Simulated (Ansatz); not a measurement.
Ideal-gas functions of `OB(Cl)CCl` at 600 K and 1 bar, from an Ansatz frequency run at PBE0-D4/def2-TZVP.

Molar mass 112.75 g/mol, point group Cs (symmetry number 1), electronic degeneracy 1, moments of inertia 61.376, 359.911, 418.171 u Å². Harmonic wavenumbers (cm⁻¹, unscaled): 83, 183, 270, 394, 411, 661, 694, 742, 831, 945, 1138, 1150, 1278, 1417, 1439, 3093, 3146, 3759.

Use S(trans) = R[1.5 ln M + 2.5 ln T − 1.1517]; rotational temperatures θ = 24.2544 K / I; S(rot) = R[ln(√π/σ · √(T³/θAθBθC)) + 1.5]; for each mode x = 1.438777 ν̃/T, S = R[x/(eˣ − 1) − ln(1 − e⁻ˣ)] and H = RT x/(eˣ − 1); 1 cm⁻¹ = 0.0119627 kJ/mol; R = 8.31446 J/(mol·K).

**Question.** By hand: the entropy, in J/(mol·K).

**Answer.** Translation 182.3. Rotation: θ = 0.3952, 0.0674, 0.058 K, giving 123.9. Vibration, mode by mode: 21.75, 15.23, 12.07, 9.09, 8.76, 5.30, 4.98, 4.54, 3.83, 3.09, 2.15, 2.10, 1.64, 1.26, 1.21, 0.04, 0.04, 0.01, in all 97.1. Electronic 0.0. Sum 403.3 J/(mol·K).

**Question.** By hand: H − E and G − E in kJ/mol, counted from the electronic energy.

**Answer.** Zero-point energy ½ × 21634 × 0.0119627 = 129.4; thermal vibration 30.4; translation, rotation and pV give 4 RT = 20.0. H − E = 179.8 kJ/mol, and G − E = 179.8 − 600 × 403.3/1000 = -62.2 kJ/mol.

Vibration gives 24 % of the entropy, 21.8 J/(mol·K) of it from the mode under 150 cm⁻¹: soft modes count most, and the harmonic formula is weakest for them. The sum counts one conformer and one mirror image; others add a mixing term.
